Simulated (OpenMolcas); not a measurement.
A calculation on As3+.

```json
{
 "Program": "OpenMolcas",
 "Method": "MS-RASPT2, IPEA 0.25 Eh, imaginary shift 0.1 Eh (closed shells correlated: 3d)",
 "Basis": "ANO-RCC-VTZP [6s5p3d1f]",
 "Scalar Hamiltonian": "DKH2, point nucleus",
 "Active space": "2 electrons in 9 orbitals (RAS2 4s 4p; RAS3 4d, at most 2 electrons)",
 "State averaging": "2S+1 = 3 even, 3 roots; 2S+1 = 1 even, 7 roots; 2S+1 = 3 odd, 3 roots; 2S+1 = 1 odd, 3 roots",
 "Spin-orbit coupling": "RASSI with atomic mean-field integrals over the reference wave functions, term energies averaged over their components"
}
```

Which level of the active space comes out lowest?

4s² ¹S₀, with 100 % of that term; it is also the measured ground level.

How high does 4s 4p ³P°₀ lie?

73004 cm⁻¹ above the lowest level.

How high does 4p² ¹D₂ lie?

175565 cm⁻¹ above the lowest level.

How high does 4s 4p ³P°₂ lie?

76220 cm⁻¹ above the lowest level; measured 79492 cm⁻¹ above the ground level, so the calculation is off by -4 %.

Measured values: Moore, Atomic Energy Levels, vol. II, NSRDS-NBS 35 (1971 reprint of NBS Circular 467, 1952).

Active for correlation alone: 4d; no level in the range computed is led by a configuration that fills it, so any true level of that kind is missing. Some terms mix strongly with configurations of 4d, whose occupation reaches 0.25 (4p² ¹D). Measured partners are found by configuration, term and J. A level has none where our copy of the source lacks it or the pairing is in doubt (some pairs that miss far off the trend of their configuration count as doubtful), and it then counts in no deviation. Only configurations of the active space appear.

° marks odd parity.
